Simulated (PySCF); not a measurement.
BrSi, SMILES [Si]Br (connectivity only; charge and spin as stated), charge +1, multiplicity 1.

Geometry optimised at B3LYP-D3(BJ)/def2-TZVP. The multiplicity is an assumed one; other spin states were not compared.

Level of theory: B3LYP-D3(BJ)/def2-TZVP (PySCF).

Frequencies are harmonic and unscaled.

**Question.** Estimate the vibrational spectrum. (An estimate is asked for; the answer gives what the named calculation found.)

**Answer.** 
```csv
mode,ν (cm⁻¹),IR (km/mol),moving atoms (share of kinetic energy)
1,515,106.7,"Si 74 %, Br 26 %"
```
